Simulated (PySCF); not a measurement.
Run record: excited-state job, `[F][V]([F])([F])([F])[F]`.

Method: TDDFT PBE0/def2-SVPD, vertical, gas phase, core orbitals frozen in the response (PySCF 2.14.0, density-fitted response routines). Geometry: GFN2-xTB. A driver script takes a list of jobs; this job's settings line and coordinates (Å) are shown.

Input:
```
{"job": {"kind": "uv", "xc": "PBE0", "basis": "def2-SVPD", "nstates": 8, "ntriplets": 3}, "charge": 0, "multiplicity": 1}
F     -1.538014     0.497347     0.288030
V      0.000496     0.000265    -0.003538
F     -0.537172    -0.929507    -1.257366
F      0.454998     1.564616    -0.272317
F      0.083832    -0.634060     1.518384
F      1.538983    -0.496670    -0.294767
```

Output:
```
coarse grid: 34064 points
cycle   1  E = -1441.8317426664  dE =  5.511e-01  |g| = 1.457e+00  |ddm| = 2.687e+00
cycle   2  E = -1429.7592610862  dE =  1.207e+01  |g| = 8.536e+00  |ddm| = 4.539e+00
cycle   3  E = -1442.1155098340  dE = -1.236e+01  |g| = 8.422e-01  |ddm| = 3.831e+00
cycle   4  E = -1442.1801860788  dE = -6.468e-02  |g| = 4.959e-01  |ddm| = 6.388e-01
cycle   5  E = -1442.2189061728  dE = -3.872e-02  |g| = 1.475e-01  |ddm| = 2.878e-01
cycle   6  E = -1442.2222046505  dE = -3.298e-03  |g| = 6.075e-02  |ddm| = 5.770e-02
cycle   7  E = -1442.2228284020  dE = -6.238e-04  |g| = 3.660e-03  |ddm| = 3.069e-02
cycle   8  E = -1442.2228301447  dE = -1.743e-06  |g| = 1.870e-03  |ddm| = 2.757e-03
final grid: 71312 points
cycle   9  E = -1442.2226232994  dE =  2.884e-06  |g| = 4.493e-03  |ddm| = 4.304e-03
cycle  10  E = -1442.2226056109  dE =  1.769e-05  |g| = 1.090e-02  |ddm| = 9.686e-03
cycle  11  E = -1442.2226268661  dE = -2.126e-05  |g| = 6.125e-04  |ddm| = 6.856e-03
cycle  12  E = -1442.2226269293  dE = -6.323e-08  |g| = 5.486e-05  |ddm| = 3.306e-04
cycle  13  E = -1442.2226269297  dE = -3.954e-10  |g| = 3.034e-05  |ddm| = 4.905e-05
converged SCF energy = -1442.2226269297

Static polarisability (au): isotropic 37.235, principal 35.417 35.424 40.864

Singlet excitations
state   eV       nm        f      main configurations
  1   5.1831    239.2   0.00000   H->L 0.30, H-1->L+1 0.30, H->L+1 0.20
  2   5.3233    232.9   0.00259   H-1->L 0.44, H->L+1 0.44
  3   5.3234    232.9   0.00260   H-1->L+1 0.45, H->L 0.44
  4   5.5254    224.4   0.00700   H-2->L 0.92
  5   5.5257    224.4   0.00700   H-2->L+1 0.92
  6   5.6267    220.3   0.00000   H-3->L 0.26, H-4->L+1 0.26, H-3->L+1 0.24
  7   5.7647    215.1   0.00000   H-4->L 0.37, H-3->L+1 0.36, H-4->L+1 0.13
  8   5.7647    215.1   0.00000   H-4->L+1 0.37, H-3->L 0.36, H-3->L+1 0.13

Triplet excitations (Tamm-Dancoff, eV): 4.7205 4.9045 4.9047
```

The SCF starts on a coarse grid where the log names one; the energy can jump when the final grid takes over, and dE then counts from the start density on the new grid. H and L stand for HOMO and LUMO; the number after each pair is its weight.

**Question.** How does the lowest singlet excitation compare with the HOMO–LUMO gap?

**Answer.** HOMO -12.43 eV and LUMO -5.15 eV give a gap of 7.28 eV; S1 at 5.18 eV lies 2.10 eV below it.

Summary of the converged run: HOMO -12.43 eV, LUMO -5.15 eV; lowest singlet 5.18 eV; lowest triplet 4.72 eV (Tamm–Dancoff); mean polarisability 37.2 au.

**Question.** Estimate the wall time. Hardware: one thread, Arm Neoverse V1 (shared host).

**Answer.** About 15 s.
Labels such as C1 count atoms from 1, the log's own numbers from 0.
